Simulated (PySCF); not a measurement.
## Correlation energy of N⁺ (nitrogen, charge +1)

[He] 2s2 2p1 3s1, high-spin 3P determinant (an excited configuration). Computed with PySCF 2.14 in aug-cc-pVQZ with one added diffuse shell each of s, p, d, f, g type (7s6p5d4f3g, 105 functions), with no relativity, point nucleus. Frozen: 1s2; 4 electrons correlated.

MP2 pair energies summed by pair of shells (mhartree):

```tsv
pair	energy	share (%)
2s-2s	-34.87	49.5
2s-2p	-25.24	35.8
2s-3s	-8.54	12.1
2p-3s	-1.81	2.6
```

Total MP2 correlation energy: -70.47 mhartree.

Same-spin part -7.76 and opposite-spin part -62.71 mhartree; SCS-MP2 scales them by 1/3 and 6/5 to -77.84 mhartree.
